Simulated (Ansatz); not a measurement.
One geometry of Na₂Te⁻, several levels of theory.

```yaml
crystal:
  periodic: [false, false, false]
  atoms:
    - {symbol: Na, position_ang: [1.824164, -0.984801, -0.846980]}
    - {symbol: Na, position_ang: [-0.962423, 1.501003, 1.354638]}
    - {symbol: Te, position_ang: [-0.861742, -0.516202, -0.507658]}
basis:
  gaussian: {orbitals: def2-TZVPD}
total_charge: -1
magnetization: {spin_polarized: true, initial_magnetization: 1}
hamiltonian: {xc: pbe0, dispersion: d4}
output: {orbitals: {seedname: orbitals}}
```

The file start.molden holds the orbitals of an earlier run on this structure, at another level or in another basis.

```sh
$ ansatz run in.yaml --threads 4 --pin off --events-out ev --progress --plain --max-ram 3916MiB
```

Shortened log:

```
Functional definition: PBE0
1137 factors; their error is unknown
mean field evaluation 1: about -16122.8800 eV, gradient 7.5e0 eV
mean field evaluation 2: about -16122.9063 eV, gradient 7.2e0 eV
mean field evaluation 4: about -16123.1000 eV, gradient 4.0e-1 eV
mean field evaluation 8: about -16123.3122 eV, gradient 5.9e-2 eV
mean field evaluation 16: about -16123.3122 eV, gradient 6.7e-5 eV
mean field evaluation 32: about -16121.8883 eV, gradient 3.6e-2 eV
mean field evaluation 64: about -16123.2242 eV, gradient 1.6e0 eV
mean field evaluation 96: about -16122.6582 eV, gradient 8.2e-1 eV
mean field -16123.31222965 eV, -592.5207956661 hartree, gradient 3.0e-5 eV, S^2 0.756903; 14 other end points of the search recorded, 0 dependent functions left out
reference -16123.31227444 eV, -592.5207973121 hartree; 24, 23 occupied and 105, 106 virtual orbitals, 1137 factors
Total energy: -16123.36335436 eV, -592.5226744647 hartree
```

It took 17 s on 4 threads of Arm Neoverse V2 on a shared host.

As the first input, with `gaussian: {orbitals: def2-TZVPD, initial_orbitals: start.molden}`, `correlation: {method: ccsd_t}`, `scf: {omitted_lower_state_checks: [starts, cluster_reference]}` and without the key `hamiltonian` (abridged; 36 s):

```
Functional definition: HF
mean field evaluation 16: about -16076.5713 eV, gradient 8.4e-2 eV
mean field -16076.57608850 eV, -590.8032741576 hartree, gradient 1.7e-6 eV, S^2 0.756033
6 core orbitals not correlated: weight in the atoms' cores, before any rotation towards them, 1.000 or more for the frozen orbitals, at most 0.000 for the correlated occupied ones
second order -22.13522285 eV of doubles, -0.00000000 eV of singles
cycle   1  -21.29321561 eV  change    8.4e-1 eV  update   9.8e-2
cycle   2  -21.70428001 eV  change   -4.1e-1 eV  update   4.0e-2
cycle   3  -21.77522396 eV  change   -7.1e-2 eV  update   3.3e-2
cycle   4  -21.75765808 eV  change    1.8e-2 eV  update   2.4e-2
cycle   5  -21.74866250 eV  change    9.0e-3 eV  update   1.8e-2
cycle   6  -21.75998633 eV  change   -1.1e-2 eV  update   1.2e-2
cycle   7  -21.76448803 eV  change   -4.5e-3 eV  update   9.2e-3
cycle   8  -21.76183794 eV  change    2.7e-3 eV  update   6.3e-3
cycle   9  -21.76344693 eV  change   -1.6e-3 eV  update   3.6e-3
cycle  10  -21.76470005 eV  change   -1.3e-3 eV  update   1.8e-3
cycle  11  -21.76397308 eV  change    7.3e-4 eV  update   8.4e-4
cycle  12  -21.76479048 eV  change   -8.2e-4 eV  update   4.3e-4
cycle  13  -21.76498468 eV  change   -1.9e-4 eV  update   2.0e-4
cycle  14  -21.76496794 eV  change    1.7e-5 eV  update   1.0e-4
cycle  15  -21.76495384 eV  change    1.4e-5 eV  update   4.6e-5
cycle  16  -21.76494657 eV  change    7.3e-6 eV  update   2.4e-5
perturbative correction -0.52098786 eV, -0.0191459506 hartree
Total energy: -16098.86202292 eV, -591.6222671418 hartree
Checks for a lower state left out: starts, cluster_reference
```

As the first input, with `gaussian: {orbitals: def2-TZVPD, initial_orbitals: start.molden}`, `hamiltonian: {xc: r2scan, dispersion: d4}`, `scf: {omitted_lower_state_checks: [starts]}` (abridged; 5.5 s):

```
Functional definition: r2SCAN
mean field -16129.77218794 eV, -592.7581947544 hartree, gradient 1.5e-5 eV, S^2 0.759149
Total energy: -16129.78227437 eV, -592.7585654240 hartree
Checks for a lower state left out: starts
```

The first input with `gaussian: {orbitals: def2-TZVPD, initial_orbitals: start.molden}`, `hamiltonian: {xc: pbe, dispersion: d4}`, `scf: {omitted_lower_state_checks: [starts]}` (abridged; 2.1 s):

```
Functional definition: PBE
mean field -16122.09463808 eV, -592.4760500011 hartree, gradient 1.8e-5 eV, S^2 0.755103
Total energy: -16122.15409017 eV, -592.4782348254 hartree
Checks for a lower state left out: starts
```

Geometry: r2SCAN-D4/def2-TZVP, that of the neutral singlet.

In the def2 sets Te takes a core potential; there is no spin–orbit coupling. Correlated methods freeze 6 core orbitals; core or outer-core shells of Na, Te are correlated, in sets that lack core-valence functions. At PBE0-D4/def2-TZVPD, r2SCAN-D4/def2-TZVPD, PBE-D4/def2-TZVPD the highest occupied level of the charge -1 doublet lies above zero (up to 0.57 eV). By energy differences its removal costs 0.71 eV (vertical, to the charge 0 singlet, at PBE-D4/def2-TZVPD); a positive level beside a positive removal energy at the same level points to self-interaction error. The structure comes from a short search, and lower isomers may exist.
